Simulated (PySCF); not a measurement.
**CuF + HCl → CuCl + HF**

Level: B3LYP in the def2-TZVP basis family, all electrons, no relativity, computed in PySCF with density fitting; open shells unrestricted.

```tsv
species	state and structure	E (Eh)	ZPE (kJ/mol)	H(298 K) − H(0) (kJ/mol)	S° (J/(mol K))
CuF	singlet, C∞v, Cu–F 1.771 Å	-1740.45570	3.5	9.1	226.8
HCl	singlet, C∞v, H–Cl 1.282 Å	-460.83511	17.6	8.7	186.7
CuCl	singlet, C∞v, Cu–Cl 2.092 Å	-2100.83502	2.3	9.5	237.6
HF	singlet, C∞v, H–F 0.924 Å	-100.49049	24.4	8.7	173.7
```

Question: What is the electronic reaction energy?

Answer: At B3LYP/def2-TZVP, ΔE = -91.1 kJ/mol from the differences of the total energies times 2625.5, downhill. 

Question: Add zero-point, thermal and entropy terms for 298.15 K and 1 bar.

Answer: ΔZPE = 5.6 and Δ[H(298) − H(0)] = 0.4 kJ/mol give ΔH° = -85.1 kJ/mol. ΔS° = -2.2 J/(mol K), so ΔG° = -85.1 − 298.15 × (-0.0022) = -84 kJ/mol and log₁₀K = 14.8.

Each species is the lowest minimum found with this bonding; other isomers or fragments can lie lower.
